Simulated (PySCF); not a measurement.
# One molecule, several mistakes: BClGeH3N

These are calculations, not measurements. The program is PySCF 2.14.0, an open-source quantum chemistry code, run on an isolated molecule that a program drew, which may never have been made. The molecule is BClGeH3N (charge 0, singlet), drawn as the SMILES string `N=[B][GeH2][Cl]`.

Each row is a Hartree-Fock (HF) and frozen-core CCSD(T) single point in the cc-pV(D+d)Z basis, meant for a local HF minimum. Run 1 is clean. Each other run has one planted mistake out of seven kinds, and not every kind appears here: one electron removed, one electron added, multiplicity raised by two, geometry at a saddle point, minimal basis STO-3G, one bond length entered in bohr, all coordinates scaled. The reference is restricted for singlets and unrestricted otherwise, and also for a bond in bohr. Adding or removing an electron swaps singlet and doublet. Electrons count all cores. HOMO and LUMO are orbital energies over both spins, the gradient is its largest component, and the lowest frequency (negative if imaginary) is given only where the gradient is small. Bond lengths are over the 6 bonds as drawn. T1 is the CCSD diagnostic: over 0.02 (restricted) or 0.045 (unrestricted) a single reference is doubtful. Germanium has the cc-pVDZ-PP basis, with a core potential (ECP10MDF) in place of its 10 inner electrons, and its 3s, 3p and 3d shells are frozen in CCSD(T).

Geometry of the clean run:
```xyz
7
BClGeH3N, angstrom
N    -2.3865   -1.2634   -3.1117
B    -1.4823   -0.7089   -2.4980
Ge    0.0577    0.1814   -1.4884
Cl   -0.7131    1.9959   -0.5650
H    -3.1252   -1.6968   -3.6006
H     0.5789   -0.6921   -0.3569
H     1.1779    0.6136   -2.4227
```

```
run  electrons  basis functions  <S^2>  HOMO (eV)  LUMO (eV)  gradient (hartree/bohr)  lowest frequency (cm^-1)  mean bond (Å)  longest bond (Å)      T1  HF (hartree)  CCSD(T) (hartree)                     mistake
  1         64               89  0.000     -11.79       2.33                  3.7e-05                       103         1.5795             2.177  0.0143    -833.81753         -834.34523                    no fault
  2         65               89  0.761       1.23       8.46                  7.0e-02                         -         1.5795             2.177  0.0149    -833.75155         -834.29137          one electron added
  3         64               89  2.021      -5.74      -0.40                  1.9e-01                         -         1.5795             2.177  0.0153    -833.64309         -834.12658  multiplicity raised by two
  4         63               89  0.759     -16.15      -7.94                  8.9e-02                         -         1.5795             2.177  0.0274    -833.46673         -833.93967                           ?
```

**Which mistake was planted in run 4, and what did it cost?**

It counts 63 electrons, one fewer than the clean run, at the same geometry and basis. So the mistake is: one electron removed. Subtracting run 1 and multiplying by 627.51 kcal/mol a hartree, the energy moved by 220.1 kcal/mol in HF and 254.5 kcal/mol in CCSD(T).

Cautions from the logs. Run 2: the HOMO is above zero, so the electron isn't bound and the energy depends on the basis.
